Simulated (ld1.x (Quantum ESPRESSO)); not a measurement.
**Configuration tests for scandium (RRKJ)**

```json
{
  "Element": "Sc",
  "Generator": "ld1.x (Quantum ESPRESSO) 7.5",
  "Type": "norm-conserving RRKJ (Kleinman–Bylander form)",
  "Functional": "LDA (PZ)",
  "Relativity": "scalar-relativistic",
  "Frozen core": "[Ar]",
  "Valence charge": "3",
  "Reference configuration": "3d1 4s2 4p0",
  "Partial waves": "4p (bound, empty): rc 1.35 bohr; 3d (bound): rc 2.50 bohr; 4s (bound): rc 3.40 bohr",
  "Local potential": "the s channel",
  "Core correction": "none"
}
```

Energies are relative to the spin-unpolarised reference configuration 3d1 4s2 4p0; without spin polarisation the order of configurations can differ from experiment. Spin-polarised rows fill each open shell by Hund’s rule, majority spin first. Not all tests gave a result: 2 of 9 tests not solved or not reliable. Left out of the table: 3d1 4s0 4p2 (solver errors, printed error -31.5 eV); 3d0 4s2 4p1 (solver errors, printed error -1.8 eV). The frozen-core shift is the all-electron ΔE with the core orbitals held at their reference shape minus the fully relaxed ΔE.

Task: Give the all-electron excitation energy and the error of the potential for: 3d1 4s1 4p0; 3d1 4s0 4p0; 3d1 4s1.5 4p0; 3d2 4s0 4p0; 3d0 4s2 4p0; 3d1 4s2 4p0 (spin-polarised); 3d1 4s1 4p0 (spin-polarised).

Result:

```
       valence configuration  charge  ΔE all-electron (eV)  error AE − PS (meV)  frozen-core shift (meV)
                 3d1 4s1 4p0      +1                 7.067                  +16                     +2.9
                 3d1 4s0 4p0      +2                20.028                 +129                      +33
               3d1 4s1.5 4p0    +0.5                 2.824                 +2.8                     +0.6
                 3d2 4s0 4p0      +1                 7.720                 +244                     +136
                 3d0 4s2 4p0      +1                 8.609                 +663                     +408
3d1 4s2 4p0 (spin-polarised)       0                -0.151                 +462                     +0.3
3d1 4s1 4p0 (spin-polarised)      +1                 6.520                 +765                     +5.3
```

These tests converged, but a pseudo level misses the all-electron one widely, so the file describes the atom poorly there or has found another state: 3d0 4s2 4p0: empty 3d by 2.0 eV.

Note: ghost state, extra bound levels that the all-electron valence spectrum of the same l lacks: p at -8.0 eV. A true bound ghost makes a file unfit for plane-wave use. The 4p radius (1.35 bohr) lies inside the outermost node of the all-electron wave (1.49 bohr), which a nodeless pseudo-wave cannot match soundly.
